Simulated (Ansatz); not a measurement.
`[F][Cd][N]([SiH3])[SiH3]` → Cd (atom) + F• + 6 H• + N• + 2 Si•  (atomization)

Gas-phase electronic energies from Ansatz, PBE0-D4/def2-TZVP geometries. CCSD(T)/CBS adds triple-zeta CCSD(T) − MP2 to the extrapolated MP2 energy (def2 sets, frozen cores). This one scheme is used for every species, atoms too. For atomizations the MP2-based limit and the directly extrapolated one differ by several kJ/mol either way, and by 10 to 25 for some Ge, Se and Sn compounds, so smaller differences from it don't rank the levels. DFT in def2-TZVPP. Open shells (•) are unrestricted, without spin–orbit coupling. Spin–orbit coupling would lower the free atoms: a little for F, Si. def2 core potentials past Kr. For Cd outer-core shells are correlated without core-valence functions, so the limit isn't a true one: a few kJ/mol of doubt a bond, and 10 to 20 or more in all where bonds break to atoms. One conformer a species, not always the lowest.

(1) What is ΔE at CCSD(T)/CBS? (Estimate.)

(2) What do these levels give: r2SCAN0, CAM-B3LYP, MP2/def2-TZVPP, SCS-MP2/def2-TZVPP, SCS-MP2/def2-QZVPP, MP2/CBS(def2)? (Estimate.)

Largest T1 diagnostic among the species: 0.015.

## Answers

(1) The calculation gave: +32.97 eV.

(2) The calculation gave: r2SCAN0 32.18, CAM-B3LYP 32.79, MP2/def2-TZVPP 32.11, SCS-MP2/def2-TZVPP 32.31, SCS-MP2/def2-QZVPP 33.09, MP2/CBS(def2) 33.22 eV.

The D4 term adds +0.50 eV with B3LYP and +0.26 eV with PBE0; it sums over pairs of atoms, weighted by their polarisabilities, and B3LYP, whose exchange is more repulsive, gets the larger term. From r2SCAN to r2SCAN0 (25 % exact exchange), in def2-TZVPP and without D4, ΔE moves by −0.55 eV: exact exchange takes away binding that semilocal exchange gives to molecules. Leaving LDA and LC-ωPBE aside and taking each functional with its dispersion term where it has one, the values, not all of them listed here, spread over 1.32 eV, from revPBE-D4 to ωB97X-V. LDA lies +4.55 eV from PBE without D4, its usual overbinding.

B3LYP here is the variant with VWN-RPA as its local correlation; programs differ in this.
